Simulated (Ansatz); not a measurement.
A nudged elastic band was laid between two geometries of AlCl3FH3OZr (10 atoms, charge 0, multiplicity 1).

Method: RHF/def2-SVP in Ansatz.

| Property | Result |
| --- | --- |
| movable images | 5 |
| climbing image | yes |
| spring | 5.0 eV/Å² |
| optimiser | quadratic models (default) |
| start path | through a guess of the saddle point |
| force threshold | 0.05 eV/Å |
| iteration limit | 60 |
| end points | relaxed |

Image 0:

```xyz
10
Properties=species:S:1:pos:R:3
Zr 0.296 -0.104 0.290
Cl 0.936 1.031 2.290
Cl 1.928 0.608 -1.256
F -1.389 0.694 0.016
Cl -0.538 -2.172 -1.180
O 0.668 -1.908 1.355
Al 0.236 -3.539 0.533
H 1.543 -4.283 0.081
H -0.973 -4.215 1.273
H 1.024 -1.870 2.236
```

Image 6:

```xyz
10
Properties=species:S:1:pos:R:3
Zr 0.091 -0.514 -0.824
Cl 0.539 -1.427 3.245
Cl 1.923 0.263 -2.138
F -0.123 0.588 0.745
Cl -1.945 -0.607 -2.063
O 0.476 -2.164 -0.024
Al 0.766 -3.417 1.153
H 2.261 -3.798 1.431
H -0.478 -4.272 1.584
H 0.219 -0.410 2.529
```

Which bonds break or form, and what moves?

Bonds broken: Zr1–Cl2, Cl5–Al7, O6–H10. Bonds formed: Cl2–H10. AlCl3FH3OZr becomes AlCl2FH2OZr + ClH.

Give the energies along the band, and the barrier.

The run converged. The highest image is number 3 of 0 to 6, 186.2 kJ/mol above the first end and 77.8 kJ/mol above the last; the last end lies 108.4 kJ/mol above the first. A vibrational analysis at the climbing image gives 2 clearly imaginary modes (1178i, 47i cm⁻¹): a point of higher order. A lower path may pass nearby, or the ends, which weren't checked, may share the extra mode. The orbitals stay closed-shell, which can raise the energy where a bond breaks towards radicals; this wasn't checked here.

```csv
image,path coordinate (Å),energy (kJ/mol),Zr1–Cl2 (Å),Cl5–Al7 (Å),O6–H10 (Å)
0,0.00,0.0,2.39,2.32,0.95
1,0.80,22.4,2.41,2.56,0.95
2,1.59,76.1,2.49,3.33,0.96
3,2.39,186.2,2.82,3.73,1.34
4,4.45,129.9,3.44,4.66,3.20
5,6.50,117.1,3.97,5.12,3.47
6,8.56,108.4,4.19,5.06,3.11
```

What is the geometry of the highest image?


```xyz
10
Properties=species:S:1:pos:R:3
Zr 0.133 -0.321 -0.131
Cl 0.979 0.240 2.497
Cl 2.016 0.689 -1.154
F -1.311 0.851 0.217
Cl -0.838 -1.664 -1.855
O 0.496 -1.947 1.025
Al 0.472 -3.692 0.992
H 1.337 -4.400 -0.102
H -0.359 -4.391 2.121
H 0.803 -1.121 2.028
```

The band took 31 iterations and roughly 17 core-minutes.

Run time: 4.9 min on 4 threads of INTEL(R) XEON(R) PLATINUM 8581C CPU @ 2.10GHz (Emerald Rapids), with other jobs on the host, peak memory 0.5 GiB.
